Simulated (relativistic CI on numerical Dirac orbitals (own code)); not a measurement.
**Forbidden transitions in Pb30+**

Computed by Dirac-Coulomb-Breit CI, orbitals from a KLI potential per configuration, QED by a radiative potential, unscaled Slater integrals (own radial code, finite nucleus).

Configurations in the expansion (outside the closed core [Ar] 3d10): 4s2 4p6 4d10 4f6, 4s2 4p6 4d10 4f5 5s, 4s2 4p6 4d9 4f7, 4s2 4p6 4d10 4f4 5s2, 4s2 4p6 4d10 4f5 5p, 4s2 4p6 4d10 4f4 5s 5p, 4s2 4p5 4d10 4f7, 4s2 4p6 4d10 4f5 6p, 4p6 4d10 4f8. Levels of other configurations are missing.

| λ vac (Å) | Lower | Upper | Type | A (s⁻¹) | E lower (cm⁻¹) | E upper (cm⁻¹) |
| --- | --- | --- | --- | --- | --- | --- |
| 894.28 | 4s2 4p6 4d10 4f6 7F_2 [3] | 4s2 4p6 4d10 4f6 5H_3 [31] | M1 | 1.45e+03 | 42062.7 | 153884.2 |
| 999.59 | 4s2 4p6 4d10 4f6 7F_2 [3] | 4s2 4p6 4d10 4f6 5G_2 [24] | M1 | 4.64e+02 | 42062.7 | 142103.8 |
| 1005.7 | 4s2 4p6 4d10 4f6 7F_3 [4] | 4s2 4p6 4d10 4f6 5G_4 [32] | M1 | 1.23e+03 | 55570.8 | 155000.0 |
| 1017.2 | 4s2 4p6 4d10 4f6 7F_3 [4] | 4s2 4p6 4d10 4f6 5H_3 [31] | M1 | 4.93e+02 | 55570.8 | 153884.2 |
| 1084.2 | 4s2 4p6 4d10 4f6 7F_3 [4] | 4s2 4p6 4d10 4f6 5G_3 [27] | M1 | 5.30e+02 | 55570.8 | 147807.8 |
| 1105.3 | 4s2 4p6 4d10 4f6 7F_4 [5] | 4s2 4p6 4d10 4f6 5K_5 [33] | M1 | 4.85e+02 | 65773.2 | 156246.8 |
| 1120.7 | 4s2 4p6 4d10 4f6 7F_4 [5] | 4s2 4p6 4d10 4f6 5G_4 [32] | M1 | 1.01e+03 | 65773.2 | 155000.0 |
| 1151.5 | 4s2 4p6 4d10 4f6 7F_0 [7] | 4s2 4p6 4d10 4f6 5F_1 [34] | M1 | 3.56e+03 | 71429.7 | 158271.0 |
| 1153.2 | 4s2 4p6 4d10 4f6 7F_4 [5] | 4s2 4p6 4d10 4f6 5I_5 [30] | M1 | 4.81e+02 | 65773.2 | 152492.2 |
| 1155.6 | 4s2 4p6 4d10 4f6 7F_3 [4] | 4s2 4p6 4d10 4f6 5G_2 [24] | M1 | 2.34e+03 | 55570.8 | 142103.8 |
| 1172.3 | 4s2 4p6 4d10 4f6 7F_6 [6] | 4s2 4p6 4d10 4f6 5K_5 [33] | M1 | 3.24e+02 | 70942.3 | 156246.8 |
| 1174.3 | 4s2 4p6 4d10 4f6 7F_1 [2] | 4s2 4p6 4d10 4f6 3F_2 [11] | M1 | 2.62e+03 | 23663.2 | 108818.1 |
| 1194.8 | 4s2 4p6 4d10 4f6 7F_5 [8] | 4s2 4p6 4d10 4f6 5K_5 [33] | M1 | 6.99e+02 | 72547.6 | 156246.8 |
| 1212.8 | 4s2 4p6 4d10 4f6 7F_5 [8] | 4s2 4p6 4d10 4f6 5G_4 [32] | M1 | 3.65e+02 | 72547.6 | 155000.0 |
| 1219.0 | 4s2 4p6 4d10 4f6 7F_4 [5] | 4s2 4p6 4d10 4f6 5G_3 [27] | M1 | 4.59e+03 | 65773.2 | 147807.8 |
| 1243.2 | 4s2 4p6 4d10 4f6 7F_6 [6] | 4s2 4p6 4d10 4f6 5K_6 [29] | M1 | 2.50e+02 | 70942.3 | 151379.3 |
| 1268.5 | 4s2 4p6 4d10 4f6 7F_5 [8] | 4s2 4p6 4d10 4f6 5K_6 [29] | M1 | 9.13e+02 | 72547.6 | 151379.3 |
| 1303.0 | 4s2 4p6 4d10 4f6 7F_6 [6] | 4s2 4p6 4d10 4f6 5H_7 [26] | M1 | 4.07e+02 | 70942.3 | 147688.1 |
| 1379.5 | 4s2 4p6 4d10 4f6 7F_2 [3] | 4s2 4p6 4d10 4f6 5H_3 [12] | M1 | 1.67e+03 | 42062.7 | 114554.5 |
| 1474.0 | 4s2 4p6 4d10 4f6 7F_6 [6] | 4s2 4p6 4d10 4f6 5G_5 [22] | M1 | 1.36e+03 | 70942.3 | 138786.6 |
| 1498.0 | 4s2 4p6 4d10 4f6 7F_2 [3] | 4s2 4p6 4d10 4f6 3F_2 [11] | M1 | 1.01e+03 | 42062.7 | 108818.1 |
| 1519.2 | 4s2 4p6 4d10 4f6 7F_3 [4] | 4s2 4p6 4d10 4f6 5H_4 [16] | M1 | 9.78e+02 | 55570.8 | 121392.9 |
| 1569.5 | 4s2 4p6 4d10 4f6 7F_5 [8] | 4s2 4p6 4d10 4f6 5G_4 [21] | M1 | 4.76e+02 | 72547.6 | 136262.5 |
| 1588.5 | 4s2 4p6 4d10 4f6 7F_3 [4] | 4s2 4p6 4d10 4f6 5D_2 [14] | M1 | 2.88e+03 | 55570.8 | 118523.6 |
| 1695.4 | 4s2 4p6 4d10 4f6 7F_3 [4] | 4s2 4p6 4d10 4f6 5H_3 [12] | M1 | 1.24e+03 | 55570.8 | 114554.5 |
| 1718.5 | 4s2 4p6 4d10 4f6 7F_6 [6] | 4s2 4p6 4d10 4f6 5L_6 [17] | M1 | 2.24e+02 | 70942.3 | 129131.2 |
| 1786.6 | 4s2 4p6 4d10 4f6 5L_6 [9] | 4s2 4p6 4d10 4f6 5K_6 [29] | M1 | 5.23e+02 | 95408.5 | 151379.3 |
| 1797.9 | 4s2 4p6 4d10 4f6 7F_4 [5] | 4s2 4p6 4d10 4f6 5H_4 [16] | M1 | 1.61e+03 | 65773.2 | 121392.9 |
| 1817.7 | 4s2 4p6 4d10 4f6 7F_2 [3] | 4s2 4p6 4d10 4f6 7F_1 [10] | M1 | 4.53e+03 | 42062.7 | 97077.3 |
| 1865.6 | 4s2 4p6 4d10 4f6 7F_4 [5] | 4s2 4p6 4d10 4f6 5H_5 [15] | M1 | 5.01e+02 | 65773.2 | 119374.2 |
| 2014.5 | 4s2 4p6 4d10 4f6 7F_1 [10] | 4s2 4p6 4d10 4f6 5D_0 [25] | M1 | 6.10e+03 | 97077.3 | 146716.7 |
| 2064.8 | 4s2 4p6 4d10 4f6 7F_6 [6] | 4s2 4p6 4d10 4f6 5H_5 [15] | M1 | 4.26e+02 | 70942.3 | 119374.2 |
| 2093.5 | 4s2 4p6 4d10 4f6 7F_1 [2] | 4s2 4p6 4d10 4f6 7F_0 [7] | M1 | 6.71e+03 | 23663.2 | 71429.7 |
| 2111.5 | 4s2 4p6 4d10 4f6 7F_6 [6] | 4s2 4p6 4d10 4f6 5L_7 [13] | M1 | 6.70e+02 | 70942.3 | 118301.3 |
| 2135.5 | 4s2 4p6 4d10 4f6 7F_5 [8] | 4s2 4p6 4d10 4f6 5H_5 [15] | M1 | 1.52e+03 | 72547.6 | 119374.2 |
| 2219.0 | 4s2 4p6 4d10 4f6 3F_2 [11] | 4s2 4p6 4d10 4f6 5H_3 [31] | M1 | 2.00e+03 | 108818.1 | 153884.2 |
| 2542.6 | 4s2 4p6 4d10 4f6 5H_3 [12] | 4s2 4p6 4d10 4f6 5H_3 [31] | M1 | 1.15e+03 | 114554.5 | 153884.2 |
| 2712.0 | 4s2 4p6 4d10 4f6 5H_5 [15] | 4s2 4p6 4d10 4f6 5K_5 [33] | M1 | 1.48e+03 | 119374.2 | 156246.8 |
| 2847.0 | 4s2 4p6 4d10 4f6 5H_3 [12] | 4s2 4p6 4d10 4f6 5H_4 [28] | M1 | 5.94e+02 | 114554.5 | 149678.7 |
| 2965.4 | 4s2 4p6 4d10 4f6 5L_6 [9] | 4s2 4p6 4d10 4f6 5L_6 [17] | M1 | 1.91e+03 | 95408.5 | 129131.2 |
| 3402.9 | 4s2 4p6 4d10 4f6 5L_7 [13] | 4s2 4p6 4d10 4f6 5H_7 [26] | M1 | 4.21e+02 | 118301.3 | 147688.1 |
| 4087.3 | 4s2 4p6 4d10 4f6 7F_6 [6] | 4s2 4p6 4d10 4f6 5L_6 [9] | M1 | 7.02e+02 | 70942.3 | 95408.5 |
| 4226.0 | 4s2 4p6 4d10 4f6 5D_0 [1] | 4s2 4p6 4d10 4f6 7F_1 [2] | M1 | 7.68e+02 | 0.0 | 23663.2 |
| 4368.2 | 4s2 4p6 4d10 4f6 5L_6 [9] | 4s2 4p6 4d10 4f6 5L_7 [13] | M1 | 3.42e+02 | 95408.5 | 118301.3 |
| 5434.9 | 4s2 4p6 4d10 4f6 7F_1 [2] | 4s2 4p6 4d10 4f6 7F_2 [3] | M1 | 5.10e+02 | 23663.2 | 42062.7 |

Terms are leading LS components. Brackets give the number of a level in order of energy, since labels repeat. The list gives strong lines, with weight on those to low levels, among the lowest 400 of 9685 levels, so that lines to higher ones, which can be the strongest, are missing. Levels whose partners in the same complex of configurations lie outside the list can be far off, and so can their lines. Rates are taken at the computed energies, electric ones in the length gauge.

At this charge energies of transitions that change n are usually good to better than 1 %, and those within a shell (Δn = 0) to a few per cent. Terms inside the open d or f shell come out 10 to 20 % too wide with unscaled integrals.

LS names give the leading component of a level, which can be under half, so a name can repeat, a term be missing and a line seem to break the LS rules.
